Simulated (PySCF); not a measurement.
Highest orbital energy against ionisation energy along group 13

Calculated with PySCF 2.14, no spin-orbit coupling. Each cell gives −ε(HOMO) / ΔSCF in eV; NIST values include spin-orbit coupling, (s) semi-empirical, (t) theoretical.

```csv
species,UHF,LDA,PBE,PBE0,r2SCAN,NIST (lowest levels)
"B+ (x2c-TZVPPall with one added diffuse shell each of s, p, d type, spin-free X2C)",23.781 / 23.447,19.404 / 24.551,19.501 / 24.607,20.790 / 24.564,19.727 / 24.260,25.155
"Al+ (x2c-TZVPPall with one added diffuse shell each of s, p, d type, spin-free X2C)",17.778 / 17.561,14.922 / 18.948,14.812 / 18.815,15.762 / 18.707,14.947 / 18.415,18.829
"Ga+ (x2c-TZVPPall with one added diffuse shell each of s, p, d type, spin-free X2C)",19.029 / 18.743,16.630 / 21.138,16.315 / 20.770,17.204 / 20.431,16.595 / 20.499,20.515
"In+ (x2c-TZVPPall with one added diffuse shell each of s, p, d, f type, spin-free X2C)",17.308 / 17.035,15.294 / 19.412,14.918 / 18.980,15.734 / 18.677,15.108 / 18.704,18.870
"Tl+ (x2c-TZVPPall with one added diffuse shell each of s, p, d, f type, spin-free X2C)",18.755 / 18.395,16.689 / 21.012,16.315 / 20.563,17.166 / 20.232,16.538 / 20.411,20.428
```

Question: How far is −ε(HOMO) from ΔSCF on average for each method, and why?

Answer: UHF 0.29 eV; LDA -4.42 eV; PBE -4.37 eV; PBE0 -3.19 eV; r2SCAN -3.87 eV. Hartree-Fock orbital energies lack relaxation and so exceed the ΔSCF value; semilocal functionals have convex E(N) from self-interaction, so their HOMO lies far too high; exact exchange moves hybrids part of the way back.
